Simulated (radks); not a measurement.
Results of a calculation; reference values are marked as such.
How relativity changes the ionisation of neutral magnesium ([Ne] 3s2) to Mg+ ([Ne] 3s1). Spin-unpolarised spherical Kohn-Sham, PBE, point nucleus unless stated (finite: rms radius 3.057 fm), a radial shooting solver on a logarithmic mesh with Libxc functionals. A level marked "c x" has the speed of light scaled by that factor.

| level | E(Mg) (hartree) | E(Mg+) (hartree) | IE (eV) | HOMO | <r> HOMO (bohr) |
|---|---|---|---|---|---|
| non-rel. | -199.95512 | -199.66301 | 7.949 | 3s | 3.155 |
| scalar-rel. | -200.27984 | -199.98731 | 7.960 | 3s | 3.150 |
| scalar-rel., finite nucleus | -200.27974 | -199.98721 | 7.960 | 3s | 3.150 |
| Dirac | -200.27996 | -199.98743 | 7.960 | 3s1/2 | 3.150 |
| Dirac, finite nucleus | -200.27986 | -199.98734 | 7.960 | 3s1/2 | 3.150 |
| Dirac, c x 1.5 | -200.09919 | -199.80689 | 7.954 | 3s1/2 | 3.153 |
| Dirac, c x 2 | -200.03609 | -199.74388 | 7.952 | 3s1/2 | 3.154 |
| Dirac, c x 100 | -199.95515 | -199.66304 | 7.949 | 3s1/2 | 3.155 |

NIST Atomic Spectra Database: 7.646 eV (measured). The relativistic part of the total energy of Mg is -0.3247 hartree (Dirac, finite nucleus), 0.16 % of the non-relativistic value. Spin polarisation and multiplet splitting of open shells are left out at every level.

Beside tabulated values, note that spin-unpolarised runs miss the spin-polarisation part of the exchange energy of open shells.
